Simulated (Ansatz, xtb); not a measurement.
# C5H9BF2: which of two isomers lies lower

Structure X: `C/C=C/[C@H](C)B(F)F`, a singlet. Structure Y: `CCC/C=C/B(F)F`, a singlet. Both are isolated molecules in the gas phase, relaxed with r2SCAN-D4/def2-SVP, each in the lowest conformer that the search found.

Quicker runs give these differences E(Y) − E(X): GFN2-xTB −0.134 eV; HF/STO-3G −0.186 eV (at GFN2-xTB geometries); r2SCAN-D4/def2-SVP//GFN2-xTB −0.175 eV.

Estimate E(Y) − E(X) at the level CCSD(T)/def2-SVP + ΔMP2/def2-TZVPP.

Calculated at CCSD(T)/def2-SVP + ΔMP2/def2-TZVPP: E(Y) − E(X) = −0.170 eV, so structure Y lies lower.

Level by level:

| level | geometry | E(Y) − E(X) (eV) | departure from the last row (eV) | job, with rough time for the two |
| --- | --- | --- | --- | --- |
| GFN2-xTB | GFN2-xTB | −0.134 | +0.036 | optimisation, 0.29 s |
| HF/STO-3G | GFN2-xTB | −0.186 | −0.016 | single point, 0.38 s |
| r2SCAN-D4/def2-SVP//GFN2-xTB | GFN2-xTB | −0.175 | −0.005 | single point, 4.3 s |
| r2SCAN-D4/def2-SVP | r2SCAN-D4/def2-SVP | −0.150 | +0.019 | optimisation, 54 s |
| HF/def2-SVP | r2SCAN-D4/def2-SVP | −0.243 | −0.073 | part of the CCSD(T) run |
| MP2/def2-SVP | r2SCAN-D4/def2-SVP | −0.146 | +0.024 | part of the CCSD(T) run |
| CCSD(T)/def2-SVP | r2SCAN-D4/def2-SVP | −0.158 | +0.012 | single point |
| CCSD(T)/def2-SVP + ΔMP2/def2-TZVPP | r2SCAN-D4/def2-SVP | −0.170 |  | single point, 2.2 min |

As drawn, both hold the same kinds of bond in the same numbers. Structure X has 2 methyl groups, Y 1.

None of the levels shown reverses the order. The largest departure from CCSD(T)/def2-SVP + ΔMP2/def2-TZVPP is that of HF/def2-SVP, 0.073 eV. The last row adds to CCSD(T) the change of the MP2 difference between the two basis sets, here −0.012 eV.

With thermal terms from frequencies at re-optimised GFN2-xTB minima (ideal gas, soft modes damped towards free rotors, one conformer each, 298.15 K, 1 atm): the zero-point term adds +0.032 eV; ΔH is −0.150 and ΔG −0.133 eV.

The correlated steps freeze 8 core orbitals. Mirror images aren't counted in ΔG. Run with Ansatz 0.2.0, xtb 6.7.1; the last row on 4 threads of Arm Neoverse V2 on a shared host.
